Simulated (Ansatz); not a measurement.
All numbers were calculated with Ansatz.

A structure relaxed at PBE0-D4/def2-TZVP, charge 0, multiplicity 1:

```csv
atom,x (Å),y (Å),z (Å)
N1,-0.235,2.388,-0.883
C2,-0.410,0.954,-0.690
C3,0.129,0.516,0.660
Si4,-0.157,-1.295,1.059
N5,0.563,-2.441,-0.003
H6,-0.567,2.670,-1.797
H7,0.749,2.625,-0.841
H8,-1.484,0.744,-0.738
H9,0.062,0.346,-1.479
H10,1.208,0.716,0.715
H11,-0.334,1.121,1.450
H12,-1.624,-1.552,1.027
H13,0.382,-1.552,2.423
H14,0.162,-2.636,-0.904
H15,1.556,-2.604,0.000
```

(1) Give its formula and SMILES.

(2) Point group (tolerance 0.08 Å, 0.16 Å for H)?

(3) Summarise the bond lengths by kind.

Results:

(1) C2H10N2Si, `NCC[SiH2]N`.

(2) C1.

(3) 1 × C–N 1.457 Å; 4 × H–N 1.006 to 1.013 Å; 1 × C–C 1.518 Å; 4 × C–H 1.096 to 1.102 Å; 1 × C–Si 1.877 Å; 1 × N–Si 1.720 Å; 2 × H–Si 1.489 to 1.490 Å.
